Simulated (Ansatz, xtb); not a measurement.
## Two structures of GeH3NSe

Structure I is a singlet given by its coordinates and structure II is `[NH2][GeH]=[Se]`, a singlet. Both are isolated molecules in the gas phase, relaxed with r2SCAN-D4/def2-SVP; the shapes shown needn't be the lowest conformers.

I (Å):

```json
{"atom": "Ge", "x (Å)": "-1.4816", "y (Å)": "0.4097", "z (Å)": "0.3702"}
{"atom": "N", "x (Å)": "-0.3274", "y (Å)": "-1.2586", "z (Å)": "0.8467"}
{"atom": "Se", "x (Å)": "0.9934", "y (Å)": "0.1370", "z (Å)": "0.5654"}
{"atom": "H", "x (Å)": "-1.6535", "y (Å)": "0.6770", "z (Å)": "1.9379"}
{"atom": "H", "x (Å)": "-0.2339", "y (Å)": "-2.0147", "z (Å)": "0.1677"}
{"atom": "H", "x (Å)": "-0.3149", "y (Å)": "-1.6239", "z (Å)": "1.8003"}
```

Close contacts (Å): Ge1–N2 2.08, Ge1–Se3 2.50, N2–Se3 1.94, Ge1–H4 1.60, N2–H5 1.02, N2–H6 1.02.

II (Å):

```xyz
6

Ge    0.1263   -0.6136    0.4437
N    -1.3069   -0.7055    1.5100
Se    1.9575    0.4093    0.9373
H    -2.1622   -1.1919    1.2618
H    -1.3227   -0.2658    2.4247
H    -0.2666   -1.3973   -0.8186
```

Quicker runs give these differences E(II) − E(I): GFN2-xTB −13.7 kcal/mol; HF/STO-3G −26.2 kcal/mol (at GFN2-xTB geometries); r2SCAN-D4/def2-SVP//GFN2-xTB −27.5 kcal/mol.

Estimate E(II) − E(I) at the level CCSD(T)/def2-TZVP.

Calculated at CCSD(T)/def2-TZVP: E(II) − E(I) = −27.8 kcal/mol, so structure II lies lower.

Level by level:

```tsv
level	geometry	E(II) − E(I) (kcal/mol)	departure from the last row (kcal/mol)	job, with rough time for the two
GFN2-xTB	GFN2-xTB	−13.7	+14.1	optimisation, 0.14 s
HF/STO-3G	GFN2-xTB	−26.2	+1.6	single point, 0.46 s
r2SCAN-D4/def2-SVP//GFN2-xTB	GFN2-xTB	−27.5	+0.3	single point, 2.9 s
r2SCAN-D4/def2-SVP	r2SCAN-D4/def2-SVP	−26.9	+0.9	optimisation, 23 s
HF/def2-TZVP	r2SCAN-D4/def2-SVP	−32.6	−4.8	part of the CCSD(T) run
MP2/def2-TZVP	r2SCAN-D4/def2-SVP	−30.8	−3.0	part of the CCSD(T) run
CCSD(T)/def2-TZVP	r2SCAN-D4/def2-SVP	−27.8		single point, 83 s
```

The levels shown agree on the order. The largest departure from CCSD(T)/def2-TZVP is that of GFN2-xTB, 14.1 kcal/mol.

With harmonic frequencies from r2SCAN-D4/def2-SVP (ideal gas, rigid rotor, one conformer each, 298.15 K, 1 atm): the zero-point term adds −0.8 kcal/mol; ΔH is −28.1 and ΔG −28.9 kcal/mol.

The correlated steps freeze 19 core orbitals; the filled d shell of Ge and Se is correlated, in a basis made for valence electrons. Mirror images aren't counted in ΔG. Codes used: Ansatz 0.2.0, xtb 6.7.1; the last row on 2 threads of Arm Neoverse V1 on a shared host.
